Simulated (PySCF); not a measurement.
Cartesian coordinates in Å; atom numbers follow the order of the lines, from 1:
```xyz
39

Si    1.077   -0.759    0.401
C     0.898   -1.044    2.234
C     0.053   -1.952    2.736
H     1.502   -0.450    2.934
H    -0.562   -2.572    2.075
H    -0.062   -2.118    3.814
C     2.813   -1.099   -0.173
C     3.741   -1.679    0.597
H     3.094   -0.808   -1.194
H     3.521   -1.996    1.623
H     4.760   -1.872    0.243
O     0.709    0.805    0.002
Si    0.238    2.322    0.522
C    -0.892    2.158    2.009
C    -0.658    3.123   -0.913
C     1.780    3.287    0.971
H    -1.254    3.146    2.337
H    -0.370    1.688    2.856
H    -1.771    1.537    1.775
H    -1.556    2.548   -1.189
H    -0.975    4.149   -0.667
H    -0.004    3.171   -1.798
H     2.316    2.797    1.799
H     2.466    3.342    0.112
H     1.538    4.315    1.283
O     0.013   -1.754   -0.377
Si   -1.260   -1.602   -1.458
C    -2.685   -0.749   -0.588
C    -1.736   -3.338   -1.966
C    -0.692   -0.595   -2.933
H    -3.567   -0.667   -1.243
H    -2.395    0.267   -0.278
H    -2.983   -1.306    0.315
H    -2.046   -3.933   -1.093
H    -2.571   -3.327   -2.684
H    -0.884   -3.851   -2.439
H    -0.325    0.387   -2.598
H     0.130   -1.104   -3.461
H    -1.510   -0.434   -3.653
```

Geometry: PBE0-D3(BJ)/def2-SVP; GIAO shifts from PySCF 2.14, gas phase, non-relativistic, averaged over equivalent atoms.

At wB97X-D/pcSseg-1 (396 basis functions):
```json
{"atoms": "Si13/Si27", "δ (ppm)": "17.9"}
{"atoms": "Si1", "δ (ppm)": "-38.1"}
{"atoms": "C3/C8", "δ (ppm)": "146.2"}
{"atoms": "C2/C7", "δ (ppm)": "144.2"}
{"atoms": "C14/C15/C16/C28/C29/C30", "δ (ppm)": "2.6"}
{"atoms": "H5/H6/H10/H11", "δ (ppm)": "6.26"}
{"atoms": "H4/H9", "δ (ppm)": "6.21"}
{"atoms": "H17/H18/H19/H20/H21/H22/H23/H24/H25/H31/H32/H33/H34/H35/H36/H37/H38/H39", "δ (ppm)": "0.19"}
{"atoms": "O12/O26", "δ (ppm)": "87.6"}
```

References, each an isolated molecule treated in the same way: $^{29}$Si (σ = 352.93 ppm), $^{13}$C (σ = 184.54 ppm), $^{1}$H (σ = 31.38 ppm) against TMS; $^{17}$O (σ = 333.19 ppm) against H2O.

Q: Predict the values at PBE0/pcSseg-1 on the same geometry.

A: 
```
                                                                  atoms  δ at PBE0/pcSseg-1  change
                                                              Si13/Si27                18.3    +0.4
                                                                    Si1               -38.5    -0.4
                                                                  C3/C8               145.3    -0.9
                                                                  C2/C7               144.2    +0.0
                                                C14/C15/C16/C28/C29/C30                 2.5    -0.1
                                                          H5/H6/H10/H11                6.28   +0.02
                                                                  H4/H9                6.27   +0.06
H17/H18/H19/H20/H21/H22/H23/H24/H25/H31/H32/H33/H34/H35/H36/H37/H38/H39                0.19   +0.00
                                                                O12/O26                92.4    +4.8
```

δ = σ(ref) − σ, references computed at the same level: $^{29}$Si (351.99 ppm) and $^{13}$C (184.41 ppm) and $^{1}$H (31.27 ppm) against TMS; $^{17}$O (334.56 ppm) against H2O.

The largest change is at O12/O26 (oxygen bonded to 2 Si). Cost: 396 basis functions. The order of the carbon signals is the same at both levels.

Experimental scales use liquid or dissolved standards, which lie at an offset from isolated H2O (liquid H2O: subtract about 36 ppm).
